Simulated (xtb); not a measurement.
H$_{3}$OSi (SMILES [OH+]=[SiH2]), charge +1, singlet, at a GFN2-xTB geometry. Base run: GFN2-xTB (xtb).

Geometry (Å):
```xyz
5

O      0.9681    -0.2927    -0.0180
Si    -0.5267     0.1378     0.0085
H      1.9072    -0.0814    -0.0054
H     -0.9146     1.5335     0.0934
H     -1.3630    -1.0397    -0.0629
```
Charge +1, spin multiplicity 1.
All else is at xtb's defaults.
Base energy -6.92764 Eh.

The base run was repeated with changes; each row names its change, and settings that it needs were set with it.

| change | ΔE vs base (kJ/mol) | HOMO-LUMO gap (eV) | SCF cycles |
|---|---|---|---|
| base | 0.00 | 4.52 | 12 |
| etemp = 10000 | -27.8 | 4.61 | 12 |
| etemp = 3000 | -0.02 | 4.52 | 12 |
| acc = 1000 | 0.46 | 4.58 | 6 |
| gbsa = methanol | -243.4 | 4.47 | 12 |

ALPB and GBSA are two models with their own fitted parameters for each solvent, which aren't always the measured dielectric constant.
